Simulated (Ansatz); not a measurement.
BiH2(OMe) (CH5BiO), 8 atoms. Hardware: 4 threads of Arm Neoverse V1 on a shared host.

In the def2 sets Bi takes a core potential; there is no spin–orbit coupling. Correlated methods freeze 6 core orbitals; core or outer-core shells of Bi are correlated, in sets that lack core-valence functions.

Task: How many basis functions does each of these Ansatz runs have, and roughly what does it cost? PBE0-D4/def2-SVP, charge 0 singlet, energy with a search over starts; PBE0-D4/def2-TZVPD, charge 0 singlet, energy, from earlier orbitals; PBE0-D4/def2-SVP, charge 0 singlet, energy, from earlier orbitals; r2SCAN-D4/def2-TZVP, charge 0 triplet at the geometry of the charge 0 singlet, energy, from earlier orbitals; PBE-D4/def2-TZVP, charge 1 doublet at the geometry of the charge 0 singlet, energy, from earlier orbitals; PBE-D4/def2-TZVPD, charge 0 singlet, energy, from earlier orbitals; B97M-V/def2-TZVP, charge 0 singlet, energy, from earlier orbitals; CCSD(T)/def2-TZVPP, charge 0 singlet, energy, from earlier orbitals; r2SCAN-D4/def2-TZVP, charge 1 doublet at the geometry of the charge 0 singlet, energy, from earlier orbitals; HSE06-D4/def2-TZVP, charge 0 singlet, energy, from earlier orbitals; PBE-D4/def2-TZVP, charge 0 triplet at the geometry of the charge 0 singlet, energy, from earlier orbitals; PBE0-D4/def2-TZVPD, charge -1 doublet at the geometry of the charge 0 singlet, energy, from earlier orbitals.

Result: Other jobs shared the machine, so times can vary by a factor of up to 3. A dash marks memory too small to be measured apart from the calling script's.

| run | functions | fitting or Cholesky vectors | wall time | peak host memory (GiB) |
| --- | --- | --- | --- | --- |
| PBE0-D4/def2-SVP, charge 0 singlet, energy, from earlier orbitals | 79 | 865 | 0.85 s | – |
| PBE0-D4/def2-SVP, charge 0 singlet, energy with a search over starts | 79 | 865 | 1.1 s | – |
| HSE06-D4/def2-TZVP, charge 0 singlet, energy, from earlier orbitals | 142 | 956 | 1.4 s | – |
| PBE-D4/def2-TZVPD, charge 0 singlet, energy, from earlier orbitals | 178 | 986 | 1.5 s | – |
| PBE0-D4/def2-TZVPD, charge 0 singlet, energy, from earlier orbitals | 178 | 1061 | 2 s | – |
| PBE-D4/def2-TZVP, charge 1 doublet at the geometry of the charge 0 singlet, energy, from earlier orbitals | 142 | 911 | 2.5 s | – |
| PBE-D4/def2-TZVP, charge 0 triplet at the geometry of the charge 0 singlet, energy, from earlier orbitals | 142 | 911 | 2.7 s | – |
| PBE0-D4/def2-TZVPD, charge -1 doublet at the geometry of the charge 0 singlet, energy, from earlier orbitals | 178 | 1061 | 4.5 s | – |
| B97M-V/def2-TZVP, charge 0 singlet, energy, from earlier orbitals | 142 | 911 | 4.9 s | – |
| r2SCAN-D4/def2-TZVP, charge 1 doublet at the geometry of the charge 0 singlet, energy, from earlier orbitals | 142 | 911 | 9.5 s | – |
| r2SCAN-D4/def2-TZVP, charge 0 triplet at the geometry of the charge 0 singlet, energy, from earlier orbitals | 142 | 911 | 10 s | – |
| CCSD(T)/def2-TZVPP, charge 0 singlet, energy, from earlier orbitals | 182 | 1237 | 54 s | 2.1 |
